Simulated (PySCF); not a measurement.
A structure optimised at ωB97X-D3(BJ)/def2-SVP, used in a PySCF frequency run:

```
Si
H 1 1.4934
H 1 1.4967 2 108.42
Si 1 2.3202 2 109.11 3 -122.14
H 4 1.4935 1 115.67 2 60.13
H 4 1.4940 5 110.13 1 -129.54
Si 1 2.3339 2 110.31 3 120.54
H 7 1.4923 1 111.53 2 -63.03
H 7 1.4926 8 109.08 1 -120.89
H 7 1.4931 8 108.96 9 -118.50
```
Charge 0, spin multiplicity 2.

**Question.** Write its SMILES and formula.

**Answer.** [SiH2][SiH2][SiH3], H₇Si₃

**Question.** What are its rotational constants (standard atomic weights)?

**Answer.** 9.1276, 2.1585, 1.8348 GHz
